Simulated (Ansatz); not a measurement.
Program: Ansatz. Geometries: PBE0-D4/def2-TZVP. ΔE: electronic, gas phase. CCSD(T)/CBS adds triple-zeta CCSD(T) − MP2 to the extrapolated MP2 energy (def2 sets, frozen cores). DFT in def2-TZVPP. B3LYP here is the variant with VWN-RPA as its local correlation; programs differ in this. For Ge outer-core shells are correlated without core-valence functions, which leaves a few kJ/mol of doubt a bond. Scalar relativity is left out up to krypton. Each species was taken in one conformer, which may not be the lowest.

Reaction (formal exchange of groups at a Ge–S bond): `C[O][GeH]([SH])[O]C` + `OC1CCCCC1` → `C[O][GeH]([OH])[O]C` + `SC1CCCCC1`

`C[O][GeH]([SH])[O]C`:

Z-matrix (Å, degrees):
```
C
O 1 1.412
H 1 1.096 2 112.0
H 1 1.092 2 107.7 3 119.2
H 1 1.097 2 111.9 3 -121.9
Ge 2 1.773 1 118.4 3 58.4
O 6 1.768 2 109.3 1 -58.0
S 6 2.206 2 102.8 1 -177.9
H 6 1.532 2 113.2 1 57.5
C 7 1.412 6 119.7 2 -62.5
H 8 1.344 6 90.7 2 10.0
H 10 1.096 7 111.8 6 65.8
H 10 1.092 7 107.7 6 -175.1
H 10 1.096 7 111.8 6 -56.0
```

`OC1CCCCC1`:

Z-matrix (Å, degrees):
```
C
O 1 1.416
C 1 1.515 2 107.4
C 1 1.520 2 112.1 3 -122.1
H 1 1.103 2 109.7 3 117.5
H 2 0.961 1 108.3 3 176.5
C 3 1.522 1 111.3 2 -178.6
H 3 1.096 1 108.0 2 -57.7
H 3 1.093 1 109.2 2 58.3
C 4 1.523 1 111.4 2 176.1
H 4 1.097 1 108.1 2 55.1
H 4 1.097 1 109.8 2 -61.3
C 7 1.523 3 111.4 1 55.5
H 7 1.094 3 109.9 1 178.3
H 7 1.097 3 109.4 1 -65.3
H 10 1.094 4 110.1 1 -178.5
H 10 1.097 4 109.3 1 64.9
H 13 1.094 7 110.3 3 -177.6
H 13 1.097 7 109.2 3 65.5
```

`C[O][GeH]([OH])[O]C`:

Z-matrix (Å, degrees):
```
C
O 1 1.411
H 1 1.097 2 111.9
H 1 1.092 2 107.9 3 -118.8
H 1 1.096 2 112.1 3 121.9
Ge 2 1.770 1 119.9 3 -66.2
O 6 1.762 2 109.9 1 -57.1
O 6 1.761 2 102.8 1 -175.4
H 6 1.527 2 114.6 1 61.8
C 7 1.412 6 119.5 2 -62.3
H 8 0.961 6 110.7 2 6.4
H 10 1.097 7 111.9 6 62.6
H 10 1.092 7 107.8 6 -178.3
H 10 1.095 7 111.7 6 -59.2
```

`SC1CCCCC1`:

```xyz
19

S     1.409    1.327    1.528
C     1.321    0.154    0.127
C     0.617    0.854   -1.033
C    -0.873    1.046   -0.786
C    -1.551   -0.275   -0.450
C    -0.878   -0.955    0.735
C     0.611   -1.147    0.488
H     2.118    0.533    2.346
H     2.353   -0.058   -0.163
H     1.104    1.810   -1.244
H     0.755    0.226   -1.922
H    -1.022    1.751    0.040
H    -1.334    1.499   -1.668
H    -1.501   -0.938   -1.324
H    -2.612   -0.115   -0.242
H    -1.016   -0.342    1.631
H    -1.345   -1.922    0.936
H     1.091   -1.608    1.355
H     0.752   -1.840   -0.353
```

(1) Is it downhill or uphill in electronic energy at CCSD(T)/CBS, and by how much? (An estimate is asked.)

(2) What do these levels give: PBE-D4, r2SCAN-D4, B3LYP-D4, ωB97M-V, B2PLYP, PBE, PBE0, MP2/def2-TZVPP, HF/def2-QZVPP, SCS-MP2/def2-QZVPP, HF/CBS(def2), CCSD/CBS(def2)? (Best estimate.)

Largest T1 diagnostic among the species: 0.012.

## Answers

(1) Computed: Downhill: ΔE = -18.1 kJ/mol.

(2) Ansatz gave: PBE-D4 -6.8, r2SCAN-D4 -9.8, B3LYP-D4 -12.2, ωB97M-V -13.0, B2PLYP -14.1, PBE -3.4, PBE0 -5.6, MP2/def2-TZVPP -25.2, HF/def2-QZVPP -12.5, SCS-MP2/def2-QZVPP -24.4, HF/CBS(def2) -12.7, CCSD/CBS(def2) -17.2 kJ/mol.

In def2-TZVPP, CCSD(T) changes the Hartree–Fock value by −6.8 kJ/mol (the triples alone add −0.9 kJ/mol) and MP2 by −13.9 kJ/mol. The D4 term adds −5.7 kJ/mol with B3LYP and −2.9 kJ/mol with PBE0; it sums over pairs of atoms, weighted by their polarisabilities, and B3LYP, whose exchange is more repulsive, gets the larger term.
